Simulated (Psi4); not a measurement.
BCl₂, doublet, at a GFN2-xTB geometry, atoms displaced at random by about 0.03 Å a coordinate; HF/STO-3G, gradient (Psi4).

Psi4 was given this input:
```
memory 2 GB

molecule {
0 2
B    -0.03902893    0.71123490   -0.02999247
Cl    1.46068953   -0.06275616   -0.03416990
Cl   -1.46889707   -0.06719617   -0.00713301
symmetry c1
no_reorient
no_com
}

set {
  basis sto-3g
  reference uhf
}

gradient('scf')
print_variables()
```

Task: What does Psi4 print? Leave out banner, timings and long lists.

Result: 
```
gradient() will perform analytic gradient computation.

   => Loading Basis Set <=

    Name: STO-3G
    Role: ORBITAL
    Keyword: BASIS

         ---------------------------------------------------------
                                   SCF
               by Justin Turney, Rob Parrish, Andy Simmonett
                          and Daniel G. A. Smith
                              UHF Reference
         ---------------------------------------------------------

  ==> Geometry <==

    Molecular point group: c1
    Full point group: C1

    Geometry (in Angstrom), charge = 0, multiplicity = 2:

       Center              X                  Y                   Z               Mass
    ------------   -----------------  -----------------  -----------------  -----------------
         B           -0.039028930000     0.711234900000    -0.029992470000    11.009305360000
         CL           1.460689530000    -0.062756160000    -0.034169900000    34.968852682000
         CL          -1.468897070000    -0.067196170000    -0.007133010000    34.968852682000

  Running in c1 symmetry.

  Rotational constants: A =      2.85491  B =      0.11229  C =      0.10809 [cm^-1]
  Rotational constants: A =  85588.14596  B =   3366.35127  C =   3240.47416 [MHz]
  Nuclear repulsion =  106.478339915547863

  Charge       = 0
  Multiplicity = 2
  Electrons    = 39
  Nalpha       = 20
  Nbeta        = 19

  ==> Algorithm <==

  SCF Algorithm Type is DF.
  DIIS enabled.
  MOM disabled.
  Fractional occupation disabled.
  Guess Type is SAD.
  Energy threshold   = 1.00e-08
  Density threshold  = 1.00e-08
  Integral threshold = 1.00e-12

  ==> Primary Basis <==

  Basis Set: STO-3G
    Blend: STO-3G
    Number of shells: 13
    Number of basis functions: 23
    Number of Cartesian functions: 23
    Spherical Harmonics?: true
    Max angular momentum: 1

   => Loading Basis Set <=

    Name: (STO-3G AUX)
    Role: JKFIT
    Keyword: DF_BASIS_SCF

  ==> Integral Setup <==

  SCF_SUBTYPE=INCORE selected. In-core MEM_DF algorithm will be used.
  Using in-core AOs.

  ==> MemDFJK: Density-Fitted J/K Matrices <==

    J tasked:                   Yes
    K tasked:                   Yes
    wK tasked:                   No
    Algorithm:                 Core
    Schwarz Cutoff:           1E-12
    Mask sparsity (%):       9.4518
    Fitting Condition:        1E-10

   => Auxiliary Basis Set <=

  Basis Set: (STO-3G AUX)
    Blend: DEF2-UNIVERSAL-JKFIT
    Number of shells: 101
    Number of basis functions: 331
    Number of Cartesian functions: 399
    Spherical Harmonics?: true
    Max angular momentum: 4

  Minimum eigenvalue in the overlap matrix is 2.4306666629E-01.
  Reciprocal condition number of the overlap matrix is 1.2704635418E-01.
    Using symmetric orthogonalization.

  ==> Pre-Iterations <==

  SCF Guess: Superposition of Atomic Densities via on-the-fly atomic UHF (no occupation information).

   -------------------------
    Irrep   Nso     Nmo
   -------------------------
     A         23      23
   -------------------------
    Total      23      23
   -------------------------

  ==> Iterations <==

                           Total Energy        Delta E     RMS |[F,P]|

   @DF-UHF iter SAD:  -932.76348407351600   -9.32763e+02   0.00000e+00
   @DF-UHF iter   1:  -933.46478881863027   -7.01305e-01   1.04888e-02 ADIIS/DIIS
   @DF-UHF iter   2:  -933.51387440885264   -4.90856e-02   2.45640e-03 ADIIS/DIIS
   @DF-UHF iter   3:  -933.51690422279080   -3.02981e-03   5.33769e-04 ADIIS/DIIS
   @DF-UHF iter   4:  -933.51719803107483   -2.93808e-04   1.35599e-04 ADIIS/DIIS
   @DF-UHF iter   5:  -933.51721946075008   -2.14297e-05   4.18842e-05 DIIS
   @DF-UHF iter   6:  -933.51722147261876   -2.01187e-06   1.09055e-05 DIIS
   @DF-UHF iter   7:  -933.51722159887674   -1.26258e-07   1.64343e-06 DIIS
   @DF-UHF iter   8:  -933.51722160198608   -3.10934e-09   4.45501e-07 DIIS
   @DF-UHF iter   9:  -933.51722160224313   -2.57046e-10   8.94753e-08 DIIS
[...]

    Alpha Occupied:

[...]
    Alpha Virtual:

[...]
    Beta Occupied:

[...]
      19A     -0.420263

    Beta Virtual:

[...]
      23A      0.631000

    Final Occupation by Irrep:
              A
    DOCC [    19 ]
    SOCC [     1 ]
    NA   [    20 ]
    NB   [    19 ]

  @DF-UHF Final Energy:  -933.51722160225347

   => Energetics <=

    Nuclear Repulsion Energy =            106.4783399155478634
    One-Electron Energy =               -1502.9873479976640738
    Two-Electron Energy =                 462.9917864798627534
    Total Energy =                       -933.5172216022534712

  UHF NO Occupations:
  HONO-2 :   18  A 1.9996656
  HONO-1 :   19  A 1.9986775
  HONO-0 :   20  A 1.0000000
  LUNO+0 :   21  A 0.0013225
  LUNO+1 :   22  A 0.0003344
  LUNO+2 :   23  A 0.0001922

Computation Completed

Properties will be evaluated at   0.000000,   0.000000,   0.000000 [a0]

Properties computed using the SCF density matrix

 Multipole Moments:

 ------------------------------------------------------------------------------------
     Multipole            Electronic (a.u.)      Nuclear  (a.u.)        Total (a.u.)
 ------------------------------------------------------------------------------------

 L = 1.  Multiply by 2.5417464519 to convert [e a0] to [Debye]
 Dipole X            :          0.5220928           -0.6324400           -0.1103471
 Dipole Y            :         -2.1680437            2.5454325            0.3773888
 Dipole Z            :          1.6065763           -1.6102580           -0.0036816
 Magnitude           :                                                    0.3932078

 ------------------------------------------------------------------------------------

         ------------------------------------------------------------
                                   SCF GRAD
                          Rob Parrish, Justin Turney,
                       Andy Simmonett, and Alex Sokolov
         ------------------------------------------------------------

  ==> Geometry <==

    Molecular point group: c1
    Full point group: C1

    Geometry (in Angstrom), charge = 0, multiplicity = 2:

       Center              X                  Y                   Z               Mass
    ------------   -----------------  -----------------  -----------------  -----------------
         B           -0.039028930000     0.711234900000    -0.029992470000    11.009305360000
         CL           1.460689530000    -0.062756160000    -0.034169900000    34.968852682000
         CL          -1.468897070000    -0.067196170000    -0.007133010000    34.968852682000

  Nuclear repulsion =  106.478339915547863

  ==> Basis Set <==

  Basis Set: STO-3G
    Blend: STO-3G
    Number of shells: 13
    Number of basis functions: 23
    Number of Cartesian functions: 23
    Spherical Harmonics?: true
    Max angular momentum: 1

  ==> DFJKGrad: Density-Fitted SCF Gradients <==

    Gradient:                    1
    J tasked:                  Yes
    K tasked:                  Yes
    wK tasked:                  No
    Integrals threads:           1
    Schwarz Cutoff:          1E-12
    Fitting Condition:       1E-10

   => Auxiliary Basis Set <=

  Basis Set: (STO-3G AUX)
    Blend: DEF2-UNIVERSAL-JKFIT
    Number of shells: 101
    Number of basis functions: 331
    Number of Cartesian functions: 399
    Spherical Harmonics?: true
    Max angular momentum: 4

  -Total Gradient:
     Atom            X                  Y                   Z
    ------   -----------------  -----------------  -----------------
       1       -0.045658298856    -0.074000408282     0.001341710290
       2       -0.055661927416     0.023901612992     0.000215109090
       3        0.101320226233     0.050098795291    -0.001556819380

  Variable Map:
  ----------------------------------------------------------------------------
[...]
  Array Variable Map:
  ----------------------------------------------------------------------------
[...]
[...]
```
